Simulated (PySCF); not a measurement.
1-bromo-3-fluoropropane, C3H6BrF, SMILES FCCCBr, point group C1.

Force field and properties: B3LYP/pcSseg-1 (PySCF, grid level 2). Vibrational terms come from second-order perturbation theory with semi-diagonal cubic constants, by steps of ±0.6 along the normal coordinates of each isotopologue. The parent has the commonest isotopes.

Equilibrium geometry (Å):

```csv
atom,x,y,z
F1,1.5434,0.6897,-1.1313
C2,1.2506,-0.3158,-0.2011
C3,0.0596,0.1050,0.6365
C4,-1.2109,0.3563,-0.1576
Br5,-1.9585,-1.3025,-0.9430
H6,2.1397,-0.4581,0.4232
H7,1.0473,-1.2344,-0.7623
H8,-0.1185,-0.6497,1.4126
H9,0.3130,1.0421,1.1535
H10,-1.0351,1.0226,-1.0019
H11,-2.0088,0.7556,0.4676
```

Give the equilibrium and ground-state rotational constants (MHz) of parent; ²H at 11.


| species | Ae | Be | Ce | A0 | B0 | C0 | Δ0 (u Å²) | harmonic ZPE (cm⁻¹) |
| --- | --- | --- | --- | --- | --- | --- | --- | --- |
| parent | 7100.4 | 1321.6 | 1252.6 | 7123.3 | 1300.3 | 1234.1 | -50.095 | 19172 |
| ²H at 11 | 6690.2 | 1318.7 | 1241.4 | 6711.5 | 1297.4 | 1223 | -51.611 | 18439 |

Δ0 = Ic − Ia − Ib from the ground-state constants.

How is the parent's vibrational correction B0 − Be made up?


| axis | harmonic | Coriolis | cubic | total (MHz) |
| --- | --- | --- | --- | --- |
| a | 18.1 | -9.29 | 14.1 | 22.8 |
| b | 1.95 | -0.414 | -22.8 | -21.3 |
| c | 1.3 | -0.516 | -19.3 | -18.5 |

And its quartic centrifugal distortion constants from the harmonic force field?

Asymmetric top, A reduction, Ir representation: ΔJ = 0.948 kHz, ΔJK = -10.8 kHz, ΔK = 56.5 kHz, δJ = 0.136 kHz, δK = 2.74 kHz.

Which nuclear quadrupole couplings χaa, χbb, χcc (MHz) does the parent show, at equilibrium and averaged?

79Br at 5: 219.7, -48.6, -171.1 and 221.0, -52.4, -168.6.

A mode lies under 250 cm⁻¹, where this perturbation treatment is rough. Internal rotors are held in one well.
